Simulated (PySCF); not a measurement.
## Working out the ionisation energy of Cl²⁺

Cl²⁺ [Ne] 3s2 3p3 (4S) → Cl³⁺ [Ne] 3s2 3p2 (3P). Computed with PySCF 2.14 in def2-TZVPPD (6s6p4d1f, 51 functions), with the non-relativistic Hamiltonian (point nucleus). Frozen: [Ne]. Energies in hartree (1 hartree = 27.21139 eV):

| part | Cl²⁺ (lower) | Cl³⁺ (upper) |
| --- | --- | --- |
| UHF | -458.214838 | -456.783143 |
| CCSD correlation | -0.117067 | -0.095864 |
| (T) | -0.003361 | -0.002089 |

**Question.** What does Hartree-Fock give?

**Answer.** (-456.783143) − (-458.214838) = 1.431695 hartree = 38.958 eV.

**Question.** What do CCSD and CCSD(T) give?

**Answer.** The CCSD correlation energies differ by 0.021203 hartree = 0.577 eV and the triples by 0.001272 hartree = 0.035 eV, so CCSD gives 39.535 eV and CCSD(T) 39.570 eV.

A first-order spin-orbit estimate adds -0.102 eV to CCSD(T) (valence), giving 39.468 eV against 39.8 ± 0.11 eV (semi-empirical (NIST evaluation); NIST Atomic Spectra Database, ionization energies).

What remains against the reference includes basis incompleteness, the frozen core and higher excitations.
